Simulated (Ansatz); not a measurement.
`[SiH3][SnH2][Cl]` + CH₃SH → `C[S][SnH2][Cl]` + SiH₄ at 500 K and 1 bar (cleavage of the Sn–Si bond).

Program: Ansatz. Geometries: PBE0-D4/def2-TZVP. ΔE: electronic, gas phase. CBS: MP2 limit from def2 TZ/QZ plus the TZ coupled-cluster correction, frozen cores. This one scheme is used for every species. def2 core potentials past Kr. For Sn outer-core shells are correlated without core-valence functions, which leaves a few kJ/mol of doubt a bond. One conformer a species, not always the lowest.

```json
{"species": "`[SiH3][SnH2][Cl]`", "CCSD(T)/CBS energy (Eh)": "-965.91856", "H − E (kJ/mol)": "146.3", "S (J/(mol·K))": "410.8"}
{"species": "CH₃SH", "CCSD(T)/CBS energy (Eh)": "-438.22835", "H − E (kJ/mol)": "145.1", "S (J/(mol·K))": "283.7"}
{"species": "`C[S][SnH2][Cl]`", "CCSD(T)/CBS energy (Eh)": "-1112.69775", "H − E (kJ/mol)": "187.7", "S (J/(mol·K))": "433.6"}
{"species": "SiH₄", "CCSD(T)/CBS energy (Eh)": "-291.46306", "H − E (kJ/mol)": "102.4", "S (J/(mol·K))": "230.9"}
```

H − E and S are ideal-gas, rigid-rotor, harmonic terms from PBE0-D4/def2-TZVP, for one conformer and one mirror image of each species. 1 Eh = 2625.50 kJ/mol, R = 8.31446 J/(mol·K).

Problem. By hand: ΔE, ΔH, ΔS and ΔG.

Solution. ΔE = (-1112.69775) + (-291.46306) − (-965.91856) − (-438.22835) = -0.01390 Eh = -36.5 kJ/mol. Δ(H − E) = 187.7 + 102.4 − 146.3 − 145.1 = -1.3, so ΔH = -37.8 kJ/mol. ΔS = 433.6 + 230.9 − 410.8 − 283.7 = -30.0 J/(mol·K). ΔG = -37.8 − 500 × (-30.0)/1000 = -22.8 kJ/mol.

Problem. By hand: the equilibrium constant, and the temperature at which ΔG would vanish if ΔH and ΔS stayed fixed.

Solution. log₁₀ K = −ΔG/(RT ln 10) = 2.4. ΔG = 0 at ΔH/ΔS = 1260 K.

TΔS isn't small against ΔH here. A doubt of 5 kJ/mol in ΔE shifts log₁₀ K by 0.5 here. Other conformers and mirror images would add mixing entropy, several J/(mol·K) or more a flexible species. Modes under 60 cm⁻¹, often nearly free rotors, make the harmonic entropy too high. These are equilibria of isolated gas molecules and say nothing of rates. Largest T1 diagnostic: 0.012 (customary marks: 0.02 for closed shells, 0.045 for open ones).
